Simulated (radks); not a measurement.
Question: All-electron atom: Pb LXXII in [Ne] 3s1. Calculated with a radial shooting solver on a logarithmic mesh with Libxc functionals: scalar-relativistic Kohn-Sham, PBE, spin-unpolarised, spherical densities, point nucleus. Some entries of the table are withheld. Estimate them.

orbital  occ.  eigenvalue (hartree)  r(max) (bohr)
1s          2             -3483.881       0.009834
2s          2                   (1)            (2)
2p          6                   (3)        0.04713
3s          1             -334.8017         0.1522

Answer: 
(1) 2s eigenvalue (hartree): -810.8320
(2) 2s r(max) (bohr): 0.05672
(3) 2p eigenvalue (hartree): -730.0297
